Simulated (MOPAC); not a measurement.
MOPAC input (AM1):

```
AM1 FORCE THERMO(298,298) PRECISE LET CHARGE=-1 GEO-OK AUX(PRECISION=9) THREADS=1
HTe2

Te   -0.01900692 1    0.08809649 1   -1.37867600 1
Te    0.00919613 1   -0.05763430 1    1.35950252 1
H     0.52345661 1   -1.63451536 1    1.44772974 1
```

Output:

```
 *******************************************************************************
 **                                                                           **
 **                              MOPAC v23.2.5                                **
 **                                                                           **
 *******************************************************************************
 ** MOPAC's Digital Object Identifier: https://doi.org/10.5281/zenodo.6511958 **
 **                                                                           **
 ** Please cite the open-source release paper for use of this MOPAC version:  **
 ** J. E. Moussa and J. J. P. Stewart (2026)                                  **
 ** MOPAC: An open-source semiempirical molecular orbital program             **
 ** J. Open Source Softw., 11(119), 8025, https://doi.org/10.21105/joss.08025 **
 *******************************************************************************

                              AM1 CALCULATION RESULTS

 *******************************************************************************
 *  AM1        - The AM1 Hamiltonian to be used
 *  GEO-OK     - OVERRIDE INTERATOMIC DISTANCE AND OTHER SAFETY CHECKS
 *
 *
 *
 *                 CHARGE ON SYSTEM = -1
 *
 *
 *
 *  LET        - OVERRIDE SOME SAFETY CHECKS
 *  PRECISE    - TIGHTER CRITERIA TO BE USED
 *  FORCE      - FORCE CALCULATION SPECIFIED
 *  AUX        - OUTPUT AUXILIARY INFORMATION
 *  THERMO     - THERMODYNAMIC QUANTITIES TO BE CALCULATED
 *******************************************************************************
AM1 FORCE THERMO(298,298) PRECISE LET CHARGE=-1 GEO-OK AUX(PRECISION=9) THREADS=1
 HTe2

   ATOM   CHEMICAL          X               Y               Z
  NUMBER   SYMBOL      (ANGSTROMS)     (ANGSTROMS)     (ANGSTROMS)

     1      Te         -0.01900692  *   0.08809649  *  -1.37867600  *
     2      Te          0.00919613  *  -0.05763430  *   1.35950252  *
     3       H          0.52345661  *  -1.63451536  *   1.44772974  *

          CARTESIAN COORDINATES

    NO.       ATOM           X           Y           Z

     1        Te         -0.0190      0.0881     -1.3787
     2        Te          0.0092     -0.0576      1.3595
     3         H          0.5235     -1.6345      1.4477

  H: (AM1): M.J.S. DEWAR ET AL, J. AM. CHEM. SOC. 107 3902-3909 (1985)
 Te: (AM1): J. J. P. STEWART, J. MOL. MOD., 10, 155-164 (2004)

           Empirical Formula: H Te2  =     3 atoms

      MOLECULAR POINT GROUP   :   Cs

      RHF CALCULATION, NO. OF DOUBLY OCCUPIED LEVELS = 7

          HEAT OF FORMATION =     -32.479670 KCALS/MOLE

          CARTESIAN COORDINATE DERIVATIVES

   NUMBER  ATOM         X            Y            Z

     1      Te     -0.004985    -0.001105     0.000000
     2      Te     -0.000493    -0.021286     0.000000
     3       H      0.005478     0.022392     0.000000

 DIPOLE           X         Y         Z       TOTAL
 POINT-CHG.    -3.240    -0.681     0.000     3.311
 HYBRID        -0.015     1.414    -0.000     1.414
 SUM           -3.255     0.732     0.000     3.336

          GRADIENT NORM =   0.03179

          MOLECULAR WEIGHT =  256.21

          ROTATIONAL CONSTANTS IN CM(-1)

          A =    6.18766252   B =    0.03496169   C =    0.03476526

           PRINCIPAL MOMENTS OF INERTIA IN UNITS OF 10**(-40)*GRAM-CM**2

          A =        4.5240   B =      800.6693   C =      805.1933

          ORIENTATION OF MOLECULE IN FORCE CALCULATION

    NO.       ATOM         X         Y         Z

     1         Te      -1.3772   -0.0065    0.0000
     2         Te       1.3650   -0.0065    0.0000
     3          H       1.5422    1.6450   -0.0000

    FIRST DERIVATIVES WILL BE USED IN THE CALCULATION OF SECOND DERIVATIVES

    FOR POINT-GROUP Cs   THERE ARE   2 UNIQUE SYMMETRY FUNCTIONS.

(To convert to Hartree/Bohr^2, multiply by (10^(-21) x N x a0^2)/(4.184 x 627.51) =  0.0642)

           FORCE MATRIX IN MILLIDYNES/ANGSTROM

                 Te  1      Te  2       H  3
 ------------------------------------------
    Te    1   2.996666
    Te    2   2.938441   4.324267
     H    3   0.124128   2.964815   2.968064

          HEAT OF FORMATION =     -32.479670 KCALS/MOLE

          ZERO POINT ENERGY       4.390 KCAL/MOL

           NORMAL COORDINATE ANALYSIS (Total motion = 1 Angstrom)

   Root No.       1         2         3

                 1 A'      2 A'      3 A'

                 281.3     547.1    2242.5

   x Te    1    0.4027   -0.0020   -0.0001
   y Te    1    0.0009   -0.0047    0.0000
   z Te    1   -0.0000    0.0000   -0.0000
   x Te    2   -0.4012   -0.0058   -0.0008
   y Te    2   -0.0008    0.0055   -0.0078
   z Te    2    0.0000   -0.0000    0.0000
   x  H    3   -0.1955    0.9818    0.1056
   y  H    3   -0.0149   -0.1002    0.9865
   z  H    3    0.0000    0.0000   -0.0000

           MASS-WEIGHTED COORDINATE ANALYSIS (NORMAL COORDINATES)

   Root No.       1         2         3

                 1 A'      2 A'      3 A'

                 281.3     547.1    2242.5

   x Te    1    0.7081   -0.0225   -0.0009
   y Te    1    0.0016   -0.0535    0.0000
   z Te    1   -0.0000    0.0000   -0.0000
   x Te    2   -0.7054   -0.0654   -0.0086
   y Te    2   -0.0014    0.0625   -0.0880
   z Te    2    0.0000   -0.0000    0.0000
   x  H    3   -0.0305    0.9891    0.1060
   y  H    3   -0.0023   -0.1009    0.9904
   z  H    3    0.0000    0.0000   -0.0000

          DESCRIPTION OF VIBRATIONS

 VIBRATION          1    1A'         ATOM PAIR     ENERGY CONTRIBUTION    RADIAL
 FREQUENCY           281.34         Te1 -- Te2         +80.1% (100.2%)    100.0%
 TRANSITION DIPOLE   0.7389         Te2 -- H 3         +19.9% ( 50.0%)      1.1%
 TRAVEL (Ang.)       0.0613
 REDUCED MASS       63.6812
 EFFECTIVE MASS    127.9488
 FORCE CONSTANT      2.9698

 VIBRATION          2    2A'         ATOM PAIR     ENERGY CONTRIBUTION    RADIAL
 FREQUENCY           547.13         Te2 -- H 3         +99.9% ( 99.7%)      0.2%
 TRANSITION DIPOLE   0.2316
 TRAVEL (Ang.)       0.3520
 REDUCED MASS        0.9947
 EFFECTIVE MASS      1.3285
 FORCE CONSTANT      0.1754

 VIBRATION          3    3A'         ATOM PAIR     ENERGY CONTRIBUTION    RADIAL
 FREQUENCY          2242.46         Te2 -- H 3        +100.0% (100.0%)    100.0%
 TRANSITION DIPOLE   0.0733
 TRAVEL (Ang.)       0.1734
 REDUCED MASS        1.0000
 EFFECTIVE MASS      1.1763
 FORCE CONSTANT      2.9628

      SYMMETRY NUMBER FOR POINT-GROUP Cs  =  1

          SYSTEM IS A GROUND STATE

 HTe2

          MOLECULE IS NOT LINEAR

          THERE ARE  3 GENUINE VIBRATIONS IN THIS SYSTEM
          THIS THERMODYNAMICS CALCULATION IS LIMITED TO
          MOLECULES WHICH HAVE NO INTERNAL ROTATIONS

                    CALCULATED THERMODYNAMIC PROPERTIES
                                          *
   TEMP. (K)   PARTITION FUNCTION   H.O.F.    ENTHALPY  HEAT CAPACITY ENTROPY
                                   KCAL/MOL   CAL/MOLE    CAL/K/MOL  CAL/K/MOL

 298.00  VIB.     0.1449D+01                   398.4918     2.8579     2.0747
         ROT.     0.6092D+05                   888.2803     2.9808    24.8745
         INT.     0.8830D+05                  1286.7721     5.8387    26.9492
         TRA.     0.3965D+28                  1480.4672     4.9680    42.5202
         TOT.                      -32.480    2767.2393    10.8067    69.4694

   *: NOTE: HEATS OF FORMATION ARE RELATIVE TO THE
            ELEMENTS IN THEIR STANDARD STATE AT 298K
              (=  Standard Enthalpy of Formation).

            Hvib:  Zero-point energy is not included.
                   frequencies of less than zero cm-1 are not included.
            Hrot = (3/2)RT
            Htra = (3/2)RT + pV = (5/2)RT

            Heat capacity is Cp, not Cv

          For more information, see: HTTP://OpenMOPAC.net/Manual/thermochemistry.html

           FORCE CONSTANT IN CARTESIAN COORDINATES (Millidynes/A)

    ATOM   CHEMICAL       X               Y               Z
   NUMBER   SYMBOL  FORCE CONSTANT  FORCE CONSTANT  FORCE CONSTANT

      1      Te        2.995640        0.063367        0.000139
      2      Te        3.084716        3.017633        0.000163
      3       H        0.207534        2.931052        0.000049

 **********************
 *                    *
 * JOB ENDED NORMALLY *
 *                    *
 **********************

 == MOPAC DONE ==
```

The dipole moment of an ion depends on the origin.
